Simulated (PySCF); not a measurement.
C4H8BN, singlet, at a GFN2-xTB geometry, atoms displaced at random by about 0.08 Å a coordinate. Base run: R2SCAN/STO-3G, gradient (PySCF).

PySCF was given this input:
```python
from pyscf import gto, scf, dft

mol = gto.M(
    atom='''
B     0.17056815   -0.39792960   -0.94626950
C     0.85009906   -1.41430721   -0.32643794
C     1.69942266   -2.33382006    0.31252514
H     2.45606346   -2.99622528    0.83088868
H    -0.29754311   -0.56542061   -1.99384885
N    -0.55031963    0.66120292   -0.14801944
C    -1.48061558    1.48268308   -0.68928470
C    -0.21050753    0.76075766    1.25280637
H    -2.25394651    1.41445296   -0.06921440
H    -1.03496296    2.54765868   -0.57328006
H    -1.61574456    1.43498761   -1.73572125
H     0.13399354    1.82924279    1.38050281
H    -1.11629765    0.91590722    1.83811259
H     0.59103861    0.14509968    1.55679730
''',
    basis='sto-3g',
    verbose=4,
)

mf = dft.RKS(mol)
mf.xc = 'r2scan'
mf.kernel()
g = mf.nuc_grad_method()
grad = g.kernel()
```

The coordinate followed is z of atom 10.

Variants of this job, named by their change:

```tsv
change	dE/dx (Eh/bohr)	net force (Eh/bohr)
base	-0.000054	0.000445
density fitting = on; auxbasis_response = off	-0.000052	0.000530
finite difference step (bohr) = 0.01; conv_tol = 1e-11	-0.000038	-
density fitting = on	-0.000055	0.000445
grids.level = 0; grid_response = off	0.000063	0.024234
finite difference step (bohr) = 1e-4; conv_tol = 1e-11	-0.000038	-
finite difference step (bohr) = 1e-3; conv_tol = 1e-11	-0.000038	-
conv_tol = 1e-6	-0.000051	0.000446
conv_tol = 1e-11	-0.000054	0.000445
conv_tol = 1e-4	-0.000050	0.000447
finite difference step (bohr) = 1e-5; conv_tol = 1e-11	-0.000038	-
finite difference step (bohr) = 0.05; conv_tol = 1e-11	-0.000034	-
```

The net force is zero for an exact gradient.
